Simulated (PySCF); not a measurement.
**From a computed spectrum to the compound**

A species of 5 atoms with charge -1 has these harmonic modes (PBE0, small Gaussian bases with core potentials, PySCF 2.14.0):

```tsv
cm⁻¹	km/mol	symmetry
64	0.0	e
64	0.0	e
75	12.2	t2
75	12.2	t2
75	12.2	t2
282	0.0	a1
297	94.1	t2
297	94.1	t2
297	94.1	t2
```

(1) Which species is it, and in which structure?

Results:

(1) [LaCl4]− (singlet):
```xyz
5

La    0.0000    0.0000    0.0000
Cl    1.5415    1.5415    1.5415
Cl   -1.5415   -1.5415    1.5415
Cl    1.5415   -1.5415   -1.5415
Cl   -1.5415    1.5415   -1.5415
```
Ideal gas at 298.15 K and 1 bar: S = 399.0 J/(mol K), Cp = 102.6 J/(mol K), H − H(0 K) = 24.8 kJ/mol (rigid rotor, harmonic modes, spin degeneracy alone). 
 This is one of several that fit.
